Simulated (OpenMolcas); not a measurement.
# Mn4+: ligand-field states by method

Mn4+ with 6 ligands (fluoride) in octahedral coordination (Oh) at 1.84 Å. A charge of +0.333 e stands 3.2 Å behind each ligand. Ligand basis ANO-RCC-VDZP.

* Program: OpenMolcas
* Basis: ANO-RCC-VTZP [6s5p3d2f1g]
* Scalar Hamiltonian: DKH2, point nucleus
* Active space: 3 electrons in 5 orbitals (3d)
* State averaging: 2S+1 = 4 even, 10 roots; 2S+1 = 2 even, 40 roots
* Spin-orbit coupling: RASSI with atomic mean-field integrals over the reference wave functions

I. CASSCF
II. SS-CASPT2, IPEA 0.25 Eh, imaginary shift 0.1 Eh (closed shells correlated: 3s 3p and the ligand valence shells)

Spin-free states (labels of O, the rotations of Oh) in cm-1, each column counted from its own energy of the first state listed:

```csv
State,Degeneracy,I,II
4A2,1,0,0
4T2,3,19403,24740
2E,2,21444,14310
2T1,3,22545,14950
4T1,3,29176,32150
2T2,3,31092,22900
2A1,1,36721,33680
2T2,3,38833,36710
2T1,3,40518,38370
2E,2,43137,39130
4T1,3,45822,51920
2T1,3,46411,42780
2T2,3,54924,50980
2A2,1,57917,49780
2T1,3,58494,62890
2T2,3,61424,60820
2E,2,67929,64850
2T1,3,69233,68730
2E,2,89671,89550
2T2,3,89802,85840
```

From I to II, I's first state of the same spin (4T2) moves from 19403 to 24740 cm-1, by about +5300 cm-1.

From I to II, I's first state of another spin (2E) moves from 21444 to 14310 cm-1, by about -7100 cm-1.

χT at 300 K: I 1.83, II 1.84 cm3 K/mol.

Roots that are degenerate in the reference are averaged as groups; the widest CASPT2 spread within a group is 230 cm-1 (the 3-fold group of multiplicity 2 near 36700 cm-1 above the lowest state of its run, II). Shifts and gaps below about the spread of the groups concerned are not significant. Over all roots computed the reference weight is 0.67 to 0.69 in II; a low but even weight reflects the number of correlated electrons. The least metal-like active orbital is 81 % on the metal (Löwdin) and no ligand orbital is active, so the numbers are rough. Ligand-to-metal charge-transfer states are missing. With no ligand orbital active B as a rule stays too high, so bands that hang on it stand too high and its fall with covalency is understated. Without dynamic correlation the repulsion within the d shell is too large (B by tens of per cent), so at a given field states of lower spin stand too high (holds for I). With metal d orbitals alone and no dynamic correlation the field as a rule comes out too small, by tens of per cent, by up to half for chloride and softer ligands (holds for I). With one d shell and no ligand orbital active, 10Dq can be off by a tenth or more (holds for II). No measured value stands beside these numbers; the geometry is a model, was not optimised and need not be the one that this ion takes.
